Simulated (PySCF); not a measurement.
C2H8GeO, SMILES [CH3][GeH]([CH3])[OH]. Coordinates come from a PBE-D3(BJ)/def2-SVP optimisation. The structure was generated by enumeration, and PubChem lists no compound with its InChIKey, so it may never have been made. One conformer was computed; it need not be the lowest.

Computed with PBE-D3(BJ)/def2-SVP (PySCF 2.14.0).

Harmonic wavenumbers (cm⁻¹): 109, 118, 143, 166, 196, 208, 564, 575, 593, 655, 676, 718, 806, 812, 816, 900, 1198, 1204, 1379, 1380, 1385, 1392, 2086, 2979, 2979, 3080, 3081, 3094, 3094, 3734. Rotational constants (GHz): 5.046, 4.792, 3.010; symmetry number 1.

Task: Work out the zero-point energy and the ideal-gas rigid-rotor harmonic-oscillator thermochemistry at 298.15 K and 1 atm.

Result: ZPE = ½ Σ hcν = ½ × 40117 cm⁻¹ = 239.95 kJ/mol. H − E(el) = 263.08 kJ/mol. Entropy in J/(mol K): translation 168.53, rotation 108.34, vibration 80.58, total 357.44. G − E(el) = 156.51 kJ/mol. Cp = 118.77 J/(mol K). Modes under 150 cm⁻¹ make the vibrational entropy uncertain.
